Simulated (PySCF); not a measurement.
A calculated (revPBE, PySCF 2.14, x2c-TZVPPall, scalar relativity by spin-free X2C-1e) atom or ion has these occupied shells.

| shell | electrons | orbital energy (eV) | rms radius, mean of both spins (bohr) |
| --- | --- | --- | --- |
| 1s α | 1 | -53545.4 | 0.0240 |
| 1s β | 1 | -53545.4 | 0.0240 |
| 2s α | 1 | -8944.4 | 0.0971 |
| 2s β | 1 | -8944.3 | 0.0971 |
| 2p α | 3 | -7956.2 | 0.0874 |
| 2p β | 3 | -7956.2 | 0.0874 |
| 3s α | 1 | -2018.2 | 0.251 |
| 3s β | 1 | -2016.1 | 0.251 |
| 3p α | 3 | -1713.5 | 0.251 |
| 3p β | 3 | -1711.5 | 0.251 |
| 3d α | 5 | -1313.5 | 0.230 |
| 3d β | 5 | -1312.0 | 0.230 |
| 4s α | 1 | -427.14 | 0.563 |
| 4s β | 1 | -422.50 | 0.563 |
| 4p α | 3 | -326.33 | 0.598 |
| 4p β | 3 | -321.74 | 0.598 |
| 4d α | 5 | -187.05 | 0.655 |
| 4d β | 5 | -182.51 | 0.655 |
| 5s α | 1 | -79.021 | 1.35 |
| 5s β | 1 | -76.764 | 1.35 |
| 5p α | 3 | -54.292 | 1.57 |
| 5p β | 3 | -52.654 | 1.57 |
| 4f α | 7 | -36.261 | 0.911 |
| 4f β | 2 | -32.697 | 0.911 |

(1) Name the element and its charge.

## Answers

(1) Dy³⁺ (dysprosium, charge +3), in [Xe] 4f9, one real determinant.
